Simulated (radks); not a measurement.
Coulomb parameter of the 4f shell of the gadolinium ion Gd+ in the model configuration [Xe] 4f5.5 5d1 6s1 6p1.5, as a second difference U = [E(n + 0.25) + E(n - 0.25) - 2 E(n)] / (0.25)^2 with all orbitals relaxed. "Bare": the charge of the atom changes with n. "Screened": the 6p shell takes up the change at fixed total charge, which measures U(4f,4f) + U(6p,6p) - 2 U(4f,6p). Method: scalar-relativistic Kohn-Sham, PBE, spin-unpolarised, spherical densities, point nucleus; computed with a radial shooting solver on a logarithmic mesh with Libxc functionals.

| case | configuration | E - E(n) (eV) |
|---|---|---|
| start | [Xe] 4f5.5 5d1 6s1 6p1.5 | 0.000 |
| bare +0.25 | [Xe] 4f5.75 5d1 6s1 6p1.5 | -7.261 |
| bare -0.25 | [Xe] 4f5.25 5d1 6s1 6p1.5 | 8.386 |
| screened +0.25 | [Xe] 4f5.75 5d1 6s1 6p1.25 | -5.520 |
| screened -0.25 | [Xe] 4f5.25 5d1 6s1 6p1.75 | 6.165 |

U(bare) = 17.989 eV, U(screened by 6p) = 10.321 eV, against the Slater integral F0(4f,4f) = 31.815 eV with frozen orbitals.
